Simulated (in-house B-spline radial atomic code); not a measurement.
Orbital energies and mean radii along the 26-electron series, configuration [Ar] 3d8. The effective charge is n√(-2ε), a non-relativistic measure. Computed with an all-electron radial atomic-structure program (B-spline basis): non-relativistic Hartree-Fock, average of the configuration, point nuclei.

This level leaves out relativity, spin-orbit splitting included, which matters for heavy ions.

```tsv
ion	Z	energy of 3p (Eh)	mean radius of 3p (bohr)	energy of 2p (Eh)	mean radius of 2p (bohr)	effective charge of 3p
Ag21+	47	-44.429	0.35839	-150.01	0.11968	28.279
Cd22+	48	?	?	?	?	?
In23+	49	?	?	?	?	?
Sn24+	50	-54.566	0.32986	-176.77	0.11174	31.34
Sb25+	51	-58.169	0.32133	-186.19	0.10931	32.358
Te26+	52	?	?	?	?	?
I27+	53	-65.709	0.30555	-205.79	0.10477	34.391
Xe28+	54	-69.647	0.29822	-215.97	0.10264	35.407
Cs29+	55	-73.697	0.29124	-226.39	0.10059	36.422
Ba30+	56	-77.858	0.28458	-237.07	0.098617	37.436
La31+	57	-82.13	0.27822	-248	0.096723	38.449
```

Fill in the row of Cd22+.

energy of 3p (Eh): -47.696; mean radius of 3p (bohr): 0.34834; energy of 2p (Eh): -158.68; mean radius of 2p (bohr): 0.11691; effective charge of 3p: 29.301.

Fill in the row of In23+.

energy of 3p (Eh): -51.075; mean radius of 3p (bohr): 0.33885; energy of 2p (Eh): -167.6; mean radius of 2p (bohr): 0.11427; effective charge of 3p: 30.321.

Fill in the row of Te26+.

energy of 3p (Eh): -61.883; mean radius of 3p (bohr): 0.31324; energy of 2p (Eh): -195.87; mean radius of 2p (bohr): 0.107; effective charge of 3p: 33.375.

How does the screening of 3p change?

Z less the effective charge goes from 18.72 at Z = 47 to 18.55 at Z = 57.
